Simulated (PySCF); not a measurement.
A run for PySCF: R-M06-2X/def2-TZVPP on CuF (SMILES [F][Cu]).

```python
from pyscf import gto, dft

mol = gto.M(
    atom='''
    Cu   -0.00938833   -0.01887870   -0.88546223
    F     0.00938833    0.01887870    0.88546223
    ''',
    basis='def2-tzvpp',
    charge=0, spin=0, verbose=4, max_memory=1800)
mf = dft.RKS(mol, xc='m062x').density_fit(auxbasis='def2-universal-jkfit')
mf.grids.level = 4
mf.conv_tol = 1e-9
mf.max_cycle = 150
mf.kernel()
mf.dip_moment()
```

Question: Give the final energy of this run.

Answer: -1740.3238 hartree.
